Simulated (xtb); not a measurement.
Spectroscopic constants of TiSn, multiplicity 5 (lowest of 2S+1 = 1, 3, 5, 7 at PBE0/def2-TZVPP; our sources give no spin for the ground state, which may be another). No spin–orbit coupling. Ti is treated without relativity.

Constants: fifth-degree fit in 1/R to seven points, most abundant isotopes. In def2 and cc sets the state is the lowest found near the PBE0 minimum, followed along R.

The values were computed with xtb for the GFN methods.  The GFN methods have no spin term and hold the electronic entropy of 300 K.

Energies at GFN2-xTB:

```
R (Å)     E (hartree)
--------  -----------
2.490381  -3.48637408
2.557326  -3.48887812
2.618916  -3.48917326
2.688540  -3.48795975
2.758163  -3.48570955
2.838498  -3.48241212
2.932222  -3.47819553
```

Problem. With a reduced mass of 34.2512 u, find the minimum, the force constant and the constants.

Solution. A fifth-degree polynomial in 1/R puts the minimum at r_e = 2.5991 Å with force constant 169 N/m. Then ω_e = (1/2πc)√(k/μ) = 289 cm⁻¹ and B_e = h/(8π²cμr_e²) = 0.07286 cm⁻¹; the cubic and quartic terms give α_e = 0.00048 and ω_e x_e = 2.2 cm⁻¹.
